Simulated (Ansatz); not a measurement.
The cluster Sn3H2 (the lowest singlet isomer of a short search). The state is a singlet with charge 0. Geometry PBE-D4/def2-SVP, basis def2-TZVP, Ansatz.

| atom | x (Å) | y (Å) | z (Å) |
| --- | --- | --- | --- |
| Sn1 | -0.7557 | -0.9714 | 1.4422 |
| Sn2 | 1.1838 | 1.0737 | 1.0200 |
| Sn3 | -0.2424 | -0.0529 | -1.3709 |
| H4 | -1.4134 | -1.4129 | -0.2583 |
| H5 | 1.2276 | 1.3635 | -0.8330 |

```
run  HOMO (eV)  LUMO (eV)
  A      -4.96      -2.91
  B      -5.25      -2.70
  C      -5.16      -2.92
  D      -5.17      -3.14
  E      -5.61      -2.35
```

In the def2 sets Sn takes a core potential; there is no spin–orbit coupling. HSE06 is defined as in plane-wave codes, on full-range PBE exchange. The structure comes from a short search, and lower isomers may exist.

Q: The runs used HSE06, LDA (SPW92), PBE, PBE0, r2SCAN. Estimate which is which.

A: A PBE (0 % exact exchange); B HSE06 (range-separated); C r2SCAN (0 % exact exchange); D LDA (SPW92) (0 % exact exchange); E PBE0 (25 % exact exchange). Exact exchange lowers occupied and raises empty levels; among semilocal functionals meta-GGAs tend to open the gap a little, and such runs are hard to tell apart. The gap grows from 2.03 eV (LDA (SPW92)) to 3.25 eV (PBE0).
